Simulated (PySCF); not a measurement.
C9H8OS, SMILES c1cscc1Cc1occc1, GFN2-xTB optimised geometry.

```
19

C      1.36    -2.79     3.52
C      0.30    -3.37     2.91
O      0.23    -2.99     1.62
C      1.25    -2.14     1.40
C      1.38    -1.51     0.05
C      0.55    -0.25     0.00
C     -0.87    -0.25     0.00
C     -1.39     1.00    -0.01
S     -0.17     2.21    -0.01
C      1.06     1.01     0.00
C      1.98    -1.98     2.54
H      1.67    -2.91     4.54
H     -0.44    -4.06     3.25
H      1.01    -2.21    -0.71
H      2.42    -1.28    -0.15
H     -1.45    -1.15     0.01
H     -2.42     1.29    -0.01
H      2.09     1.31     0.00
H      2.85    -1.36     2.66
```

Density from PBE/def2-SVP in PySCF at that geometry.

Minimum of the electron density along straight lines between bonded atoms, close to the bond critical point (lines longer than 1.1 times the sum of covalent radii, or with two minima, are not listed):

```tsv
bond	length / Å	ρ at the minimum / e bohr⁻³	∇²ρ there / e bohr⁻⁵	position (fraction from the first atom)
C1–C2	1.358	0.324	-0.80	0.48
C2–O3	1.345	0.288	___	0.33
O3–C4	1.350	0.287	___	0.67
C4–C5	1.494	0.255	-0.58	0.51
C5–C6	1.503	0.249	-0.55	0.50
C6–C7	1.420	0.289	-0.67	0.50
C7–C8	1.354	0.322	-0.79	0.49
C8–S9	1.720	0.213	-0.44	0.47
C6–C10	1.359	0.320	-0.77	0.49
S9–C10	1.720	0.213	-0.44	0.53
C1–C11	1.417	0.287	-0.65	0.50
C4–C11	1.363	0.322	-0.79	0.52
C1–H12	1.071	0.283	-1.08	0.63
C2–H13	1.072	0.287	-1.13	0.64
C5–H14	1.092	0.274	-0.99	0.63
C5–H15	1.090	0.275	-1.00	0.63
C7–H16	1.075	0.281	-1.06	0.63
C8–H17	1.072	0.283	-1.09	0.64
C10–H18	1.072	0.282	-1.08	0.64
C11–H19	1.071	0.282	-1.07	0.63
```

What belongs in the gaps?


- C2–O3, ∇²ρ there / e bohr⁻⁵: 0.03
- O3–C4, ∇²ρ there / e bohr⁻⁵: -0.02
